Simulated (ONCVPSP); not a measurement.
# What one change does to a pseudopotential (lead, ONCV)

| Item | Value |
| --- | --- |
| Element | lead (Pb) |
| Generator | ONCVPSP 4.0.1 |
| Type | optimised norm-conserving Vanderbilt (ONCV) |
| Functional | BLYP |
| Relativity | fully relativistic |
| Frozen core | [Xe] 4f14 |
| Valence charge | 14 |
| Reference configuration | 5d10 6s2 6p1.5 (charge +0.5) |
| Partial waves | 6s: rc 1.70 bohr, ncon 3, nbas 7, qcut 3.3 1/bohr, 2 projectors, debl 0.4 Ha; 6p: rc 1.95 bohr, ncon 5, nbas 9, qcut 4.3 1/bohr, 3 projectors, debl 1.4 Ha; 5d: rc 1.50 bohr, ncon 4, nbas 8, qcut 11.3 1/bohr, 1 projector |
| Local potential | polynomial inside 1.00 bohr (lpopt 5, dvloc0 -1 Ha) |
| Core correction | Teter function, fcfact 3.5, rcfact 1.55 |

Open shells are filled in proportion to 2j + 1.

In the s channel the program set the typed energies aside and used -0.564, 0.250 Ha.

Change: s: debl 1.15.

Cutoffs: the cutoffs (Ha) at which the residual kinetic energy of the hardest occupied pseudo-wave falls to 1 and 0.1 mHa per electron; they do not see the model core or the augmentation charge, which bear on the density cutoff. Errors are all-electron minus pseudo energies relative to the spin-unpolarised reference configuration.

Problem. What does the change do?

Solution. The potential gets neither clearly harder nor softer (59 Ha and 70 Ha → 59 Ha and 70 Ha); both files keep a bound ghost (p, s); the lowest positive-energy flag moves from none to s at 53.7 eV; the errors of the 4 common tests hardly move.

```csv
quantity,base,changed
"cutoff, loose",59 Ha,59 Ha
"cutoff, tight",70 Ha,70 Ha
bound ghosts,"s, p3/2, p1/2","s, p3/2, p1/2"
GHOST(+) flags under 300 eV,none,s at 53.7 eV
"error for 5d10 6s2 6p2, meV [ΔE -2.52 eV]",-0.2,-0.2
"error for 5d10 6s2 6p1, meV [ΔE 4.14 eV]",-0.4,-0.4
"error for 5d10 6s2 6p0, meV [ΔE 17.79 eV]",-6.3,-6.2
"error for 5d9 6s2 6p3, meV [ΔE 16.46 eV]",-129,-130
s: phases at 1.72 bohr within 0.05 rad from the reference energy up to (Ha; the scan ends near 5),1.5,1.8
p3/2: phases at 1.97 bohr within 0.05 rad from the reference energy up to (Ha; the scan ends near 5),to the end of the scan,to the end of the scan
p1/2: phases at 1.97 bohr within 0.05 rad from the reference energy up to (Ha; the scan ends near 5),to the end of the scan,to the end of the scan
d5/2: phases at 1.53 bohr within 0.05 rad from the reference energy up to (Ha; the scan ends near 5),2.7,2.7
d3/2: phases at 1.53 bohr within 0.05 rad from the reference energy up to (Ha; the scan ends near 5),2.6,2.6
"rms error of d²Exc/dni dnj with the model core, mHa",2.83,2.83
```

 A true bound ghost makes a file unfit for plane-wave use even where its test errors are small: the radial tests pick states by their node count and pass the ghost by.
